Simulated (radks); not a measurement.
Values are calculated unless marked as measured or tabulated.
Hg, configuration [Hg]. Code: a radial shooting solver on a logarithmic mesh with Libxc functionals. Model: Dirac Kohn-Sham, PBE, spin-unpolarised, spherical densities, finite nucleus; Fermi nuclear charge, rms radius 5.4648 fm.

Normalised radial functions P(r) = r R(r) (large component), r in bohr:

r,5d5/2
0.003332,0.0002
0.004516,0.0004
0.00612,0.0009
0.008294,0.0021
0.01124,0.0047
0.01523,0.0105
0.02065,0.0223
0.02798,0.0452
0.03792,0.0857
0.05139,0.1485
0.06965,0.2267
0.09365,0.2857
0.1269,0.2643
0.172,0.0955
0.2331,-0.1935
0.3159,-0.4168
0.4282,-0.3376
0.5803,0.0798
0.7865,0.5877
1.066,0.8729
1.445,0.8293
1.958,0.5914
2.653,0.3338
3.596,0.1483
4.873,0.0496
6.605,0.0114
8.951,0.0016

5d5/2: eigenvalue -9.166 eV, 2 radial nodes at r = 0.192, 0.553 bohr, <r> = 1.53 bohr, 90 % of the charge inside 2.40 bohr.
